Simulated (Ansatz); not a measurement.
`[OH][Ge]([F])([F])[Cl]` + H₂S → `[OH][Ge]([F])([F])[SH]` + HCl at 298.15 K and 1 bar (ligand exchange at a Ge–Cl bond).

Calculated with Ansatz (gas phase, PBE0-D4/def2-TZVP geometries, no zero-point term in ΔE). CCSD(T)/CBS is the MP2 limit (def2-TZVPP, def2-QZVPP) plus CCSD(T) − MP2 in def2-TZVPP, frozen cores. This one scheme is used for every species. For Ge outer-core shells are correlated without core-valence functions, which leaves a few kJ/mol of doubt a bond. Scalar relativity is left out up to krypton. Each species was taken in one conformer, which may not be the lowest.

```json
{"species": "`[OH][Ge]([F])([F])[Cl]`", "CCSD(T)/CBS energy (Eh)": "-2811.39975", "H − E (kJ/mol)": "72.7", "S (J/(mol·K))": "349.8"}
{"species": "H₂S", "CCSD(T)/CBS energy (Eh)": "-398.97279", "H − E (kJ/mol)": "49.9", "S (J/(mol·K))": "205.7"}
{"species": "`[OH][Ge]([F])([F])[SH]`", "CCSD(T)/CBS energy (Eh)": "-2749.98567", "H − E (kJ/mol)": "96.0", "S (J/(mol·K))": "362.0"}
{"species": "HCl", "CCSD(T)/CBS energy (Eh)": "-460.38127", "H − E (kJ/mol)": "26.6", "S (J/(mol·K))": "186.8"}
```

H − E and S are ideal-gas, rigid-rotor, harmonic terms from PBE0-D4/def2-TZVP, for one conformer and one mirror image of each species. 1 Eh = 2625.50 kJ/mol, R = 8.31446 J/(mol·K).

**Question.** By hand: ΔE, ΔH, ΔS and ΔG.

**Answer.** ΔE = (-2749.98567) + (-460.38127) − (-2811.39975) − (-398.97279) = 0.00560 Eh = 14.7 kJ/mol. Δ(H − E) = 96.0 + 26.6 − 72.7 − 49.9 = 0.0, so ΔH = 14.7 kJ/mol. ΔS = 362.0 + 186.8 − 349.8 − 205.7 = -6.7 J/(mol·K). ΔG = 14.7 − 298.15 × (-6.7)/1000 = 16.7 kJ/mol.

**Question.** By hand: the equilibrium constant, and the temperature at which ΔG would vanish if ΔH and ΔS stayed fixed.

**Answer.** log₁₀ K = −ΔG/(RT ln 10) = -2.9. ΔH and −TΔS have one sign here, so there is no such temperature.

The number of gas molecules stays the same, so ΔS is small and ΔH decides. A doubt of 5 kJ/mol in ΔE shifts log₁₀ K by 0.9 here. Other conformers and mirror images would add mixing entropy, several J/(mol·K) or more a flexible species. These are equilibria of isolated gas molecules and say nothing of rates. Largest T1 diagnostic: 0.012 (customary marks: 0.02 for closed shells, 0.045 for open ones).

ΔS is within the doubt of such terms, so its sign, and with it that verdict, could turn.
